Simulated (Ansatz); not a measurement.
Reaction (formal hydrolysis of a Ge–P bond): `[SiH3][CH2][GeH2][PH2]` + H₂O → `[OH][GeH2][CH2][SiH3]` + PH₃

Isolated molecules relaxed with PBE0-D4/def2-TZVP in Ansatz; ΔE leaves out vibrations. CCSD(T)/CBS adds triple-zeta CCSD(T) − MP2 to the extrapolated MP2 energy (def2 sets, frozen cores). This one scheme is used for every species. DFT in def2-TZVPP. B3LYP here is the variant with VWN-RPA as its local correlation; programs differ in this. For Ge outer-core shells are correlated without core-valence functions, which leaves a few kJ/mol of doubt a bond. Scalar relativity is left out up to krypton. One conformer a species, not always the lowest.

`[SiH3][CH2][GeH2][PH2]`:

Cartesian coordinates in Å:
```
Si 0.292 1.407 1.657
C -0.305 0.679 0.042
Ge 0.374 -1.128 -0.307
P -0.379 -2.036 -2.309
H 1.777 1.486 1.665
H -0.253 2.776 1.870
H -0.137 0.549 2.794
H -1.398 0.635 0.036
H 0.000 1.320 -0.790
H -0.065 -2.074 0.827
H 1.914 -1.103 -0.357
H -0.092 -0.858 -3.051
H -1.728 -1.653 -2.076
```

H₂O:

Cartesian coordinates in Å:
```
O -0.282 -0.161 -0.214
H 0.481 -0.598 0.171
H -0.198 0.759 0.043
```

`[OH][GeH2][CH2][SiH3]`:

```xyz
12

O    -1.769    0.597   -1.417
Ge   -0.286   -0.394   -1.449
C     0.953    0.263   -0.087
Si    0.317    0.054    1.657
H    -2.241    0.528   -0.584
H     0.255   -0.197   -2.872
H    -0.639   -1.873   -1.181
H     1.137    1.321   -0.296
H     1.905   -0.266   -0.195
H     0.222   -1.392    1.993
H    -1.048    0.640    1.777
H     1.195    0.720    2.655
```

PH₃:

Cartesian coordinates in Å:
```
P -0.092 -0.568 -0.075
H 1.082 0.092 -0.524
H -0.040 0.045 1.204
H -0.950 0.431 -0.605
```

| level | ΔE (kcal/mol) |
| --- | --- |
| PBE-D4 | 2.0 |
| B3LYP-D4 | -0.5 |
| ωB97M-V | -1.0 |
| PBE | 1.2 |
| B3LYP | -1.8 |
| HF/def2-TZVPP | -5.1 |
| CCSD/def2-TZVPP | -1.3 |
| HF/def2-QZVPP | -5.2 |

What does CCSD(T)/CBS give? (An estimate is asked.)

The calculation gave: +0.6 kcal/mol. The listed levels differ from it by 1.4, -1.1, -1.6, 0.6, -2.4, -5.7, -1.9, -5.8 kcal/mol.

Largest T1 diagnostic among the species: 0.013.

In def2-TZVPP, CCSD(T) changes the Hartree–Fock value by +4.3 kcal/mol (the triples alone add +0.6 kcal/mol) and MP2 by +5.0 kcal/mol. The D4 term adds +1.3 kcal/mol with B3LYP and +0.8 kcal/mol with PBE0; it sums over pairs of atoms, weighted by their polarisabilities, and B3LYP, whose exchange is more repulsive, gets the larger term.
